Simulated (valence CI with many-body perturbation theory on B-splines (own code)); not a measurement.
Values are calculated unless marked as measured or tabulated.
## Basis-set convergence for Ba³³⁺

Method: relativistic CI+MBPT: five valence electrons over a frozen Dirac-Fock core [Ar], a basis of 7 s, 7 p, 8 d, 6 f, 4 g, 1 h functions for each j, with the one-electron correlation potential Σ1 (screened to all orders), the two-electron term Σ2, the three-electron term Σ3, Breit, model QED; selected single and double excitations, second order for the rest, scaled by the run's own slope (own B-spline code, finite nucleus).

The last digits are not significant, and no measured levels were compared; by estimate large intervals hold to a few tenths of a per cent, small ones and those within an open d or f shell to about a per cent. Among the levels kept, up to 640 cm⁻¹ of a level comes from second order outside the variational space, and about a tenth of that is noise between levels of different J, which matters for small intervals. Only levels of the ground parity were solved; by the run's estimate the other parity begins above the list, which can be wrong where configurations are misplaced.

The reference run has the lowest level (3d3/2^4 3d5/2) J=5/2 and an ionisation energy of 2142.40 eV. Its largest variational space holds 20285 state functions.

Levels are named by their leading jj configuration (3d3/2^4 stands for four electrons in 3d with j = 3/2), which in mixed levels can hold well under half, so a name can repeat and another be missing. Letters in brackets count levels of one name in rising energy.

Changed runs:
A. basis 6 s, 6 p, 5 d, 5 f, 1 g
B. basis 5 s, 5 p, 4 d, 4 f

Excitation energies of the reference run in cm⁻¹, and shifts in cm⁻¹:

| Level | Reference | A | B |
| --- | --- | --- | --- |
| (3d3/2^3 3d5/2^2) J=5/2 [a] | 102865 | +108 | +481 |
| (3d3/2^3 3d5/2^2) J=7/2 [a] | 167301 | +204 | +948 |
| (3d3/2^3 3d5/2^2) J=3/2 [a] | 172889 | +192 | +858 |
| (3d3/2^3 3d5/2^2) J=11/2 | 176373 | +219 | +926 |
| (3d3/2^3 3d5/2^2) J=9/2 | 196163 | +196 | +1057 |
| (3d3/2^3 3d5/2^2) J=5/2 [b] | 202412 | +152 | +940 |
| (3d3/2^3 3d5/2^2) J=1/2 | 212059 | +199 | +944 |
| (3d3/2^3 3d5/2^2) J=7/2 [b] | 242616 | +315 | +1507 |
| (3d3/2^2 3d5/2^3) J=5/2 [a] | 263317 | +225 | +984 |
| (3d3/2^2 3d5/2^3) J=7/2 [a] | 291914 | +163 | +1046 |
| (3d3/2^3 3d5/2^2) J=3/2 [b] | 293443 | +374 | +1454 |
| (3d3/2^2 3d5/2^3) J=11/2 | 297765 | +187 | +951 |
| Ionisation energy (eV) | 2142.40 | -0.09 | -0.14 |
